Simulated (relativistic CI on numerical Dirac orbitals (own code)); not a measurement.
**Hyperfine structure of Mn XIX, mass number 53**

Computed by Dirac-Coulomb-Breit CI, KLI orbitals optimised for each configuration, model QED, unscaled Slater integrals (own radial code, finite nucleus).

Configuration list (outside the closed core 1s2): 2s2 2p3, 2s 2p4, 2p5, 2p4 3s, 2p4 3p, 2p4 3d, 2s2 2p2 3s, 2s2 2p2 3p, 2s2 2p2 3d, 2s 2p3 3s, 2s 2p3 3p, 2s 2p3 3d, 2s2 2p2 4s, 2s2 2p2 4p, 2s2 2p2 4d, 2s2 2p2 4f. Levels of other configurations are missing.

Nuclear spin I = 7/2, μ = 5.033 μN, Q = 0.17 b (tables of Stone and Pyykkö). The electronic factors are computed for point nuclear moments, without core polarisation or the Bohr-Weisskopf and QED corrections.

```csv
Level,E (eV),A (GHz),B (GHz)
2s2 2p3 2D°_3/2,16.785,32.25,7.66
2s2 2p3 2D°_5/2,20.663,65.01,-0.0427
2s2 2p3 2P°_1/2,30.376,182.6,
2s2 2p3 2P°_3/2,36.531,37.73,-8.35
2s 2p4 4P_5/2,88.074,148.9,7.2
2s 2p4 4P_3/2,95.101,127.5,-6.03
2s 2p4 4P_1/2,97.590,307.6,
2s 2p4 2D_3/2,122.883,-42.67,-9.97
```

Levels with J = 0, under 50 % of one LS term, or S terms without an open s electron are left out. Small factors come from cancelling terms and can be off by tens of per cent or more.

At this charge energies of transitions that change n are usually good to better than 1 %, and those within a shell (Δn = 0) to a few per cent.

Q: Give the hyperfine levels of 2s2 2p3 2D°_5/2 relative to its centre of gravity.

A: With K = F(F + 1) − I(I + 1) − J(J + 1), E = AK/2 + B[¾K(K + 1) − I(I + 1)J(J + 1)]/[2I(2I − 1)J(2J − 1)]: F = 1: -731.4, F = 2: -601.4, F = 3: -406.3, F = 4: -146.3, F = 5: 178.8, F = 6: 568.8 GHz.

LS names give the leading component of a level, which can be under half, so a name can repeat, a term be missing and a line seem to break the LS rules.
